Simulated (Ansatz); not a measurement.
Geometry optimisation, Ansatz 0.2.0, RKS r2SCAN-D4/def2-SVP.

Input file:

```yaml
crystal:
  periodic: [false, false, false]
  atoms:
    - { symbol: Si, position_ang: [0.180044, 0.084382, -0.078679] }
    - { symbol: H, position_ang: [0.020525, 0.120242, 1.375216] }
    - { symbol: F, position_ang: [1.723817, -0.127807, -0.461728] }
    - { symbol: F, position_ang: [-0.295764, 1.426334, -0.803589] }
    - { symbol: F, position_ang: [-0.617471, -1.161637, -0.704539] }
    - { symbol: S, position_ang: [-2.89206, 0.061214, 1.291449] }
    - { symbol: H, position_ang: [-2.776789, -0.91585, 0.364402] }
    - { symbol: H, position_ang: [-1.716402, -0.359678, 1.878567] }
basis:
  gaussian: { orbitals: def2-SVP }
hamiltonian:
  xc: r2scan
  dispersion: d4
relax:
  f_tol: 0.03
  max_steps: 50
```

Run as:

```bash
$ ansatz run input.yaml --threads 2 --pin off --max-ram 3072MiB --backend cpu --events-out ev --progress --plain --runs-dir out
```

Task: Where does it end, and by what steps?

Result: The forces met the threshold. The force dipped under the threshold on the way, but the program's further checks kept it going. After 20 steps the energy has fallen by 0.226 eV; H8 moved furthest, 1.26 Å.

```tsv
step	energy less start (eV)	largest force component (eV/Å)	accepted
0	0.0000	0.911	yes
1	-0.1026	0.416	yes
2	-0.1452	0.191	yes
3	-0.1663	0.243	yes
4	-0.1812	0.168	yes
5	-0.1890	0.040	yes
6	-0.1581	1.147	no
7	-0.1907	0.026	yes
8	-0.1930	0.223	yes
9	-0.1949	0.282	yes
10	-0.1964	0.326	yes
11	-0.1986	0.089	yes
12	-0.2058	0.074	yes
13	-0.2112	0.015	yes
14	-0.2113	0.357	yes
15	-0.2197	0.017	yes
16	-0.2132	0.516	no
17	-0.2224	0.122	yes
18	-0.2223	0.217	no
19	-0.2245	0.041	yes
20	-0.2259	0.026	yes
```

```xyz
8
Properties=species:S:1:pos:R:3
Si 0.351 0.061 -0.031
H 0.594 0.691 1.265
F 1.725 -0.011 -0.857
F -0.686 0.878 -0.944
F -0.179 -1.449 0.099
S -2.699 0.050 1.594
H -3.005 0.182 0.284
H -2.474 -1.274 1.452
```

The run took 53 s on 2 threads of Intel(R) Xeon(R) Platinum 8259CL CPU @ 2.50GHz (Skylake/Cascade Lake), with other jobs on the host, peak memory 0.17 GiB.
